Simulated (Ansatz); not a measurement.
Wavefunction ladder for CH8BFSi2 (`BC(F)([SiH3])[SiH3]`)

Z-matrix (Å, degrees):
```
C
F 1 1.412
Si 1 1.912 2 107.4
B 1 1.518 2 115.4 3 122.1
Si 1 1.911 2 107.4 3 -115.6
H 3 1.484 1 110.0 2 67.6
H 3 1.484 1 108.1 2 -51.9
H 3 1.483 1 109.0 2 -171.7
H 4 1.197 1 117.7 2 -180.0
H 4 1.193 1 121.4 2 -0.0
H 5 1.484 1 108.2 2 52.3
H 5 1.484 1 109.9 2 -67.1
H 5 1.483 1 109.0 2 172.2
```

Charge 0, multiplicity 1. Geometry: relaxed with PBE0-D4/def2-TZVP. Frozen core, restricted reference, Ansatz 0.2.0. CBS rows extrapolate triple and quadruple zeta; past MP2 they add the triple-zeta difference.

```csv
basis,HF (Eh),MP2 corr.,CCSD corr.,(T),CCSD(T) total
def2-TZVPP,-744.56467,-0.77547,-0.83912,-0.02959,-745.43338
def2-QZVPP,-744.59013,-0.83562,–,–,–
CBS(def2),-744.59364,-0.88018,-0.94383,as TZ,-745.56706
```
